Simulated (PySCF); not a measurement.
# C₆ coefficients of unlike pairs at MN15

Calculated with PySCF 2.14 from the dipole response of each species, C₆(A,B) = (3/π) ∫ α_A(iu) α_B(iu) du, in atomic units, from isotropic polarisabilities. For ions this is the dispersion term alone; charge-induced terms of lower order in 1/R come first.

| species | configuration | basis | relativity | α (bohr³) | C₆ (like pair) |
| --- | --- | --- | --- | --- | --- |
| In³⁺ | [Kr] 4d10 (1S) | aug-cc-pVQZ-PP with one added diffuse shell each of s, p, d, f, g type with ECP28MDF (8s8p6d4f3g) | core potential | 3.106 | 11.06 |
| C | [He] 2s2 2p2 (3P) | x2c-QZVPPall with one added diffuse shell each of s, p, d, f type (8s5p4d3f1g) | spin-free X2C | 12.88 | 51.08 |
| Nb³⁺ | [Kr] 4d2 (3F) | aug-cc-pVTZ-DK (9s8p6d3f2g) | spin-free X2C | 5.828 | 24.34 |
| Ar²⁺ | [Ne] 3s2 3p4 (3P) | aug-cc-pV(T+d)Z with one added diffuse shell each of s, p, d, f type (7s6p5d3f) | none | 4.746 | 16.03 |

Question: Estimate C₆ for C with In³⁺.

Answer: The integral gives 19.99. The combination rule 2 C_A C_B / (C_A α_B/α_A + C_B α_A/α_B) gives 19.42 and the geometric mean 23.77.

No spin-orbit coupling is included.

The other pairs:

| pair | C₆ |
| --- | --- |
| Nb³⁺, C | 32.47 |
| Ar²⁺, Nb³⁺ | 19.70 |
| Ar²⁺, In³⁺ | 12.93 |
| Nb³⁺, In³⁺ | 16.14 |
| Ar²⁺, C | 26.75 |
